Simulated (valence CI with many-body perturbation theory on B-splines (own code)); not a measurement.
**E1 transitions of I V**

Calculated by relativistic CI+MBPT: three valence electrons over a frozen Dirac-Fock core [Kr] 4d10, radial functions for each j: 11 s, 11 p, 10 d, 8 f, 5 g, 2 h, with the one-electron correlation potential Σ1, the two-electron term Σ2, the three-electron term Σ3, Breit, model QED; selected CI, second order for the rest, scaled by the run's own slope (own B-spline code, finite nucleus).

No measured levels were compared; by estimate levels hold to about 250 cm⁻¹ or 0.2 % of their energy and the worst to 1 %, as in measured heavy ions of charge 2 to 7; those with d or f electrons hold less well. The list stops below the first excitations out of the core.

Lines 151 to 200 of 595 in falling wavelength, among levels below 346370 cm⁻¹, chosen from the strongest by gf and those to the six lowest levels. Wavelengths and rates use the calculated energies, so an error of 400 cm⁻¹ moves a line at 2492 Å by 1 % and its rate by three times that or more. Electric multipoles are in the length gauge, E1 and E2 with the static RPA response of the core. Weak lines are less certain than strong ones. Lines between different terms over intervals too small for the method are left out, as are lines whose strength nearly cancels. Where a level lies close to another of its J and parity, the split of strength between their lines is uncertain. The highest levels of a list are the least certain.

Names give the largest LS component (configuration and term), which can be under half, so a name can repeat, a term be missing and a line seem to break the LS rules; names also repeat where a configuration has a term twice. Letters in brackets count levels of one name in rising energy.

| λ vac (Å) | Upper | Lower | A (s⁻¹) | S (a.u.) with core polarisation | S without |
| --- | --- | --- | --- | --- | --- |
| 2492 | 5s2 7d 2D_3/2 | 5s2 5f 2F°_5/2 | 6.09e+07 | 1.86e+00 | 1.85e+00 |
| 2491 | 5s 5p 6p 4S_3/2 | 5s 5p 6s 4P°_5/2 | 2.67e+08 | 8.14e+00 | 8.55e+00 |
| 2483 | 4f 5s 5p 4G_7/2 [b] | 5s 5p 5d 4P°_5/2 | 2.39e+07 | 1.45e+00 | 1.62e+00 |
| 2464 | 5s2 7d 2D_5/2 | 5s2 5f 2F°_7/2 | 5.67e+07 | 2.51e+00 | 2.52e+00 |
| 2463 | 4f 5s 5p 4D_1/2 | 5s 5p 5d 4P°_1/2 | 1.23e+08 | 1.82e+00 | 2.02e+00 |
| 2459 | 5s 5p 6p 2S_1/2 [b] | 5s 5p 6s 2P°_1/2 [b] | 2.36e+08 | 3.46e+00 | 3.59e+00 |
| 2458 | 5s 5p 6p 2S_1/2 [b] | 5s 5p 6s 2P°_3/2 [b] | 1.91e+08 | 2.81e+00 | 2.93e+00 |
| 2449 | 5s2 8d 2D_3/2 | 5s 5p 6s 2P°_1/2 [b] | 4.77e+07 | 1.38e+00 | 1.44e+00 |
| 2446 | 4f 5s 5p 4F_9/2 | 5s 5p 5d 4F°_7/2 | 1.33e+08 | 9.64e+00 | 1.07e+01 |
| 2437 | 5s 5p 6p 2D_5/2 [a] | 5s 5p 6s 4P°_5/2 | 7.54e+07 | 3.23e+00 | 3.33e+00 |
| 2414 | 5s 5p 6p 2D_3/2 [a] | 5s 5p 6s 4P°_3/2 | 7.77e+07 | 2.16e+00 | 2.27e+00 |
| 2361 | 4f 5s 5p 4G_7/2 [a] | 5s 5p 5d 4F°_5/2 | 1.42e+08 | 7.40e+00 | 8.26e+00 |
| 2345 | 4f 5s 5p 4G_9/2 | 5s 5p 5d 4F°_9/2 | 3.59e+07 | 2.29e+00 | 2.52e+00 |
| 2329 | 4f 5s 5p 2D_5/2 [b] | 5s 5p 6s 2P°_3/2 [a] | 8.55e+07 | 3.20e+00 | 3.43e+00 |
| 2297 | 5s 5p 6p 2S_1/2 [a] | 5s 5p 6s 2P°_3/2 [a] | 2.39e+08 | 2.86e+00 | 2.99e+00 |
| 2296 | 4f 5s 5p 4G_11/2 | 5s 5p 5d 4F°_9/2 | 2.30e+08 | 1.65e+01 | 1.85e+01 |
| 2287 | 4f 5s 5p 4G_5/2 | 5s 5p 5d 4F°_3/2 | 1.69e+08 | 5.98e+00 | 6.69e+00 |
| 2225 | 4f 5s 5p 2F_7/2 [a] | 5s 5p 5d 4F°_5/2 | 2.21e+07 | 9.63e-01 | 1.08e+00 |
| 2176 | 4f 5s 5p 4D_7/2 | 5s 5p 5d 4P°_5/2 | 3.75e+07 | 1.52e+00 | 1.71e+00 |
| 2147 | 4f 5s 5p 4G_7/2 [b] | 5s 5p 5d 4F°_7/2 | 2.70e+07 | 1.05e+00 | 1.18e+00 |
| 2120 | 5s 5p 6p 2S_1/2 [a] | 5s 5p 5d 2P°_1/2 [a] | 2.61e+08 | 2.45e+00 | 2.50e+00 |
| 2118 | 4f 5s 5p 4D_5/2 | 5s 5p 5d 4D°_3/2 | 2.36e+07 | 6.65e-01 | 7.44e-01 |
| 2083 | 5s 5p 6p 4S_3/2 | 5s 5p 5d 2P°_3/2 [a] | 1.12e+08 | 2.00e+00 | 2.07e+00 |
| 2052 | 4f 5s 5p 2F_5/2 [a] | 5s 5p 5d 4F°_5/2 | 2.38e+07 | 6.08e-01 | 6.85e-01 |
| 2040 | 4f 5s 5p 4G_9/2 | 5s 5p 5d 4F°_7/2 | 8.12e+07 | 3.40e+00 | 3.87e+00 |
| 2031 | 5s 5p 6p 2P_3/2 | 5s2 7p 2P°_3/2 | 3.73e+07 | 6.18e-01 | 6.18e-01 |
| 2029 | 5s2 6d 2D_3/2 | 5s2 6p 2P°_3/2 | 1.95e+08 | 3.21e+00 | 3.26e+00 |
| 2002 | 5s2 6d 2D_5/2 | 5s2 6p 2P°_3/2 | 1.18e+09 | 2.81e+01 | 2.86e+01 |
| 1985 | 4f 5s 5p 4G_7/2 [b] | 5s 5p 5d 4F°_5/2 | 4.34e+07 | 1.34e+00 | 1.53e+00 |
| 1953 | 4f 5s 5p 2F_5/2 [a] | 5s 5p 5d 4F°_3/2 | 5.47e+07 | 1.21e+00 | 1.38e+00 |
| 1937 | 5s 5p 6p 4P_5/2 | 5s 5p 5d 2F°_7/2 [a] | 5.68e+07 | 1.22e+00 | 1.21e+00 |
| 1884 | 5s2 6d 2D_3/2 | 5s2 6p 2P°_1/2 | 1.11e+09 | 1.47e+01 | 1.49e+01 |
| 1863 | 5s 5p 6p 4P_3/2 | 5s 5p 5d 2F°_5/2 [a] | 5.25e+07 | 6.71e-01 | 6.46e-01 |
| 1843 | 5s2 6f 2F°_5/2 | 5s2 6d 2D_5/2 | 4.54e+07 | 8.41e-01 | 8.41e-01 |
| 1840 | 5s2 6f 2F°_7/2 | 5s2 6d 2D_5/2 | 6.76e+08 | 1.66e+01 | 1.66e+01 |
| 1837 | 5s 5p 6p 2P_1/2 [a] | 5s 5p 5d 2D°_3/2 [a] | 3.01e+08 | 1.84e+00 | 1.82e+00 |
| 1821 | 5s2 6f 2F°_5/2 | 5s2 6d 2D_3/2 | 6.27e+08 | 1.12e+01 | 1.12e+01 |
| 1794 | 5s 5p 6p 2D_3/2 [c] | 5s 5p 5d 2D°_3/2 [b] | 7.35e+07 | 8.38e-01 | 8.21e-01 |
| 1785 | 4f 5s 5p 2F_7/2 [b] | 5s 5p 5d 2D°_5/2 [a] | 5.57e+07 | 1.25e+00 | 1.46e+00 |
| 1777 | 5s 5p 6p 2P_1/2 [b] | 5s 5p 5d 2D°_3/2 [b] | 2.54e+08 | 1.41e+00 | 1.39e+00 |
| 1766 | 5s 5p 6p 2P_3/2 | 5s 5p 5d 2P°_3/2 [b] | 6.84e+07 | 7.44e-01 | 7.05e-01 |
| 1762 | 5s 5p 6p 2D_5/2 [a] | 5s 5p 5d 2F°_7/2 [a] | 3.35e+08 | 5.43e+00 | 5.37e+00 |
| 1756 | 5s 5p 6p 2P_1/2 [b] | 5s 5p 5d 2P°_1/2 [b] | 1.98e+08 | 1.06e+00 | 1.04e+00 |
| 1754 | 5s2 6p 2P°_1/2 | 5s2 5d 2D_3/2 | 6.75e+08 | 3.59e+00 | 3.51e+00 |
| 1733 | 5s2 7s 2S_1/2 | 5s2 6p 2P°_3/2 | 1.17e+09 | 6.04e+00 | 5.95e+00 |
| 1732 | 5s 5p 6p 4D_5/2 | 5s 5p 5d 4D°_7/2 | 5.11e+07 | 7.87e-01 | 7.54e-01 |
| 1722 | 5s 5p 6p 2D_3/2 [b] | 5s 5p 5d 2D°_5/2 [a] | 1.92e+08 | 1.93e+00 | 1.90e+00 |
| 1718 | 5s 5p 6p 2D_3/2 [c] | 5s 5p 5d 2F°_5/2 [b] | 4.42e+08 | 4.43e+00 | 4.33e+00 |
| 1718 | 5s 5p 6p 2D_5/2 [b] | 5s 5p 5d 2D°_5/2 [b] | 3.54e+07 | 5.31e-01 | 5.23e-01 |
| 1700 | 5s 5p 6p 2D_3/2 [a] | 5s 5p 5d 2F°_5/2 [a] | 2.75e+08 | 2.67e+00 | 2.63e+00 |
